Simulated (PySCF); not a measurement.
C4H7BO.
Atom-mapped SMILES: `[CH:1]#[C:2][BH:3][CH2:4][O:5][CH3:6]` (hydrogens: H7 on C1; H8 on B3; H9, H10 on C4; H11, H12, H13 on C6)

Torsions of this conformer, `[CH:1]#[C:2][BH:3][CH2:4][O:5][CH3:6]`: C2–B3–C4–O5 177°, B3–C4–O5–C6 180°.

The closed-shell ground state was solved at several levels (PySCF, density fitting, gas phase, non-relativistic). The structure is a single GFN2-xTB conformer in the gas phase; no vibrational or solvent corrections.

| level | basis functions | HOMO (eV) | LUMO (eV) | gap (eV) | dipole (D) |
| --- | --- | --- | --- | --- | --- |
| B3LYP/pcJ-1 | 232 | -7.06 | -2.22 | 4.84 | 1.97 |
| PBE0/pcSseg-1 | 137 | -7.32 | -2.03 | 5.29 | 1.99 |

(1) Estimate the row for CAM-B3LYP/def2-SVPD, a basis of 179 functions; the other rows only guide the guess.

(2) Over all these levels, which gives the widest orbital gap and which the narrowest?

(3) How far do the dipole and the HOMO energy spread over the levels?

Answers

(1) HOMO -8.91 eV, LUMO -0.94 eV, gap 7.97 eV, dipole 1.92 D.

(2) CAM-B3LYP/def2-SVPD (range-separated hybrid) has the widest, 7.97 eV, and B3LYP/pcJ-1 (global hybrid, 20 % exact exchange) the narrowest, 4.84 eV. Functional and basis both differ between the two, so the spread mixes both effects.

(3) The dipole runs from 1.92 to 1.99 D (mean 1.96 D) and the HOMO from -8.91 to -7.06 eV.
